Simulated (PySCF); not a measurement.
B3LYP has the VWN-RPA correlation part, as in Gaussian. Excitations are Tamm–Dancoff values on a coarser integration grid. The basis has no diffuse functions, so Rydberg states are missing or too high.

Cartesian coordinates (Å):
SMILES: Bc1c2c(ccc1F)cccn2
```xyz
19

B     -2.2049    -1.8218     0.5186
C     -1.4244    -0.5212     0.2218
C     -2.0899     0.6930     0.0732
F     -3.4192     0.7469     0.1872
C     -1.4521     1.9231    -0.1993
C     -0.0836     1.9476    -0.3304
C      0.6827     0.7584    -0.1951
C      2.0946     0.7487    -0.3238
C      2.7762    -0.4386    -0.1804
C      2.0258    -1.6097     0.0925
N      0.7170    -1.6357     0.2176
C      0.0153    -0.4822     0.0819
H     -1.6304    -2.8665     0.6437
H     -3.4030    -1.7814     0.6243
H     -2.0620     2.8222    -0.2987
H      0.4317     2.8884    -0.5412
H      2.6202     1.6840    -0.5348
H      3.8628    -0.4913    -0.2715
H      2.5481    -2.5676     0.2111
```
Charge 0, spin multiplicity 1.

Q: What is the computed brightest of the four lowest singlets (TDA), T1 excitation (TDA) and S1 excitation (TDA) (B3LYP-D3(BJ)/def2-TZVP // B3LYP-D3(BJ)/def2-SVP run with PySCF)?

A: 
The brightest of the four lowest singlets (TDA) is 4.32 eV, the T1 excitation (TDA) is 2.88 eV and the S1 excitation (TDA) is 3.61 eV.
